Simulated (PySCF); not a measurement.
Input for PySCF: R-BP86/LANL2DZ on O2Pt (SMILES [O]=[Pt]=[O]), 2S+1 = 1.

```python
from pyscf import gto, scf, dft, mp
from pyscf.data.elements import chemcore

mol = gto.M(
    atom='''
    Pt   -0.00975223    0.01482055   -0.02204041
    O     1.29032707    0.22145885   -1.09506750
    O    -1.31374355   -0.18890780    1.04678828
    ''',
    basis='lanl2dz',
    ecp={'Pt': 'lanl2dz'},
    charge=0, spin=0, verbose=3, max_memory=1800)
mf = dft.RKS(mol, xc='b88,p86')
mf.conv_tol = 1e-8
mf.max_cycle = 100
mf.kernel()
if not mf.converged:
    mf = mf.newton().run(mf.mo_coeff, mf.mo_occ)
```

It printed:

```
converged SCF energy = -269.602143809121
```

The calculation finished and met its thresholds.

Cost: around 2.1 core-seconds (rough).
